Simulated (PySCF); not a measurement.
C₄H₆OSSi.
Geometry (PBE0-D3(BJ)/def2-SVP, Å), atoms numbered from 1 in this order:
```
atom  x, y, z in Å
Si1    2.6419    0.1536    0.0789
S2     1.2933   -1.0053   -1.1465
C3    -0.2453   -0.4675   -0.5072
C4    -1.5290   -0.8068   -0.8333
C5    -2.3661   -0.0379    0.0367
C6    -1.5333    0.7022    0.8168
O7    -0.2418    0.4440    0.4889
H8     2.4640    1.6179   -0.1270
H9     2.5152   -0.1887    1.5228
H10    3.9714   -0.2802   -0.4376
H11   -1.8340   -1.5162   -1.5982
H12   -3.4535   -0.0396    0.0733
H13   -1.6877    1.4243    1.6133
```

Linear response at CAM-B3LYP/def2-SVPD (PySCF, frozen core in the response, non-relativistic). The structure is a single PBE0-D3(BJ)/def2-SVP conformer in the gas phase; no vibrational or solvent corrections.

Static isotropic polarisability: 97.25 au (14.41 Å³), principal values 67.9, 96.2, 127.7 au.

Task: What is the polarisability at 1064 nm and at the sodium D line?

Result: 98.45 au at 1064 nm (+1.2 %), 101.38 au at 589.3 nm (+4.2 %). The rise at 589.3 nm is 3.45 times that at 1064 nm; a pure ω² law gives 3.26. The lowest singlet lies at 242 nm, shorter than both wavelengths.

Task: What is the isotropic C6 coefficient between two such molecules, C6 = (3/π)∫α(iω)² dω?

Result: 3350 au (Eh·bohr⁶) by a ten-point quadrature over imaginary frequencies, which is 2000 eV·Å⁶ or 193 J·nm⁶/mol.

Task: Which effective excitation energy ω̄ makes London's formula C6 = (3/4)α²ω̄ exact here?

Result: ω̄ = 4·C6/(3α²) = 0.472 Eh = 12.9 eV. A one-pole form α(ω) = α/(1 − ω²/ω̄²) fitted to the 1064 nm value gives 10.6 eV. London's choice of the ionisation energy (8.01 eV, ΔSCF at the same level) gives C6 = 2090 au, 38 % too low.

Task: How many electrons N does the Slater–Kirkwood formula C6 = (3/4)·√N·α^(3/2) need to give this C6?

Result: N = (4·C6/3)²/α³ = 21.7; the species has 68 electrons in all.

Task: The lowest 6 singlets have (eV, f): 5.13, 0.003; 5.49, 0.300; 5.69, 0.009; 6.02, 0.002; 6.58, 0.024; 6.71, 0.002. What share of the static polarisability do they carry in the sum over states α = Σ f/ω²?

Result: 8.14 au, 8.4 % of α; the largest term, 7.37 au, is that of the state at 5.49 eV. Their oscillator strengths add up to 0.34. Higher states carry the rest.

Task: What n − 1 at the D line would an ideal gas of it have at 273.15 K and 1 atm (2.6868 × 10¹⁹ cm⁻³), by n − 1 = 2π·N·α′?

Result: 25.36 × 10⁻⁴, a formal value whether or not that pressure can be reached.
